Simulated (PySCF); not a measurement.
SMILES [CH]([Ge]([CH3])([F])[F])=C at its PBE0/def2-SVP optimised geometry (Å):

```
12

C     -1.4125     1.7180    -0.9372
C     -0.5868     1.2444     0.0000
Ge     0.0191    -0.5769     0.0000
C     -0.5911    -1.7670    -1.3834
F      1.7570    -0.5769     0.0000
F     -0.3621    -1.2747     1.5453
H     -1.7876     1.0946    -1.7569
H     -1.7570     2.7580    -0.9321
H     -0.2357     1.9023     0.8033
H     -0.1457    -2.7580    -1.2188
H     -1.6860    -1.8591    -1.3583
H     -0.2813    -1.3974    -2.3712
```

Computed with PBE0/def2-TZVP run with PySCF.

Map of the electron localisation function on the plane z = 1.0 Å:

```
|                             |
|                             |
|                             |
|                             |
|                             |
|            .-=:             |
|           .*@@%=            |
|           =@@@@%:           |
|          .#@@@@%-           |
|       ...:#@@@@%.           |
|       :::-+%@@%-            |
|       :---=+*+-             |
|       .::--==-.             |
|          ..:::.  .::.       |
|            .... .:==:       |
|           .:::. .=++-.      |
|          .-+*=: .=++-.      |
|          :+###=. :==:.      |
|         .-*#%#+.  ::.       |
|          :+##*=.   .        |
|          .-=+=:             |
|           ..:.              |
|                             |
|                             |
|                             |
|                             |
|                             |
|                             |
|                             |
```
Scale: ten equal steps from 0.000 (start of ' ') to 0.998 (end of '@'), in the order ' .:-=+*#%@'; x runs from -5.00 to 5.00, y from -5.00 (bottom) to 5.00 (top).
